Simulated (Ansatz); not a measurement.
Reactions of C₂H₇FOSeSi, SMILES `CO[Si](C)(F)[SeH]`.

Isolated molecules relaxed with PBE0-D4/def2-TZVP in Ansatz; ΔE leaves out vibrations. CCSD(T)/CBS is the MP2 limit (def2-TZVPP, def2-QZVPP) plus CCSD(T) − MP2 in def2-TZVPP, frozen cores. This one scheme is used for every species, atoms too. Functionals use def2-TZVPP. B3LYP here is the variant with VWN-RPA as its local correlation; programs differ in this. Open shells (•) are unrestricted, without spin–orbit coupling. Spin–orbit coupling would lower the free atoms: a little for C, F, O, Si; clearly for Se. def2 core potentials past Kr. For Se, Sn outer-core shells are correlated without core-valence functions, so the limit isn't a true one: a few kJ/mol of doubt a bond, and 10 to 20 or more in all where bonds break to atoms. Scalar relativity is left out up to krypton. One conformer a species, not always the lowest.

| reaction | CCSD(T)/CBS(def2) (kJ/mol) |
| --- | --- |
| `CO[Si](C)(F)[SeH]` → 2 C• + F• + 7 H• + O• + Se• + Si• | ? |
| `CO[Si](C)(F)[SeH]` + `[NH2][SnH3]` → `CO[Si](C)(N)F` + `[SeH][SnH3]` | -96 |
| `CO[Si](C)(F)[SeH]` + CH₄ → `C[Si](C)(F)[SeH]` + CH₃OH | 113 |
| `CO[Si](C)(F)[SeH]` + H₂ → `C[SiH](F)[SeH]` + CH₃OH | 94 |

Question: Fill in the missing values. (Best estimate.)

Answer: Computed: `CO[Si](C)(F)[SeH]` → 2 C• + F• + 7 H• + O• + Se• + Si•: +4956.2 kJ/mol.

Largest T1 diagnostic: 0.013, for `[NH2][SnH3]`.
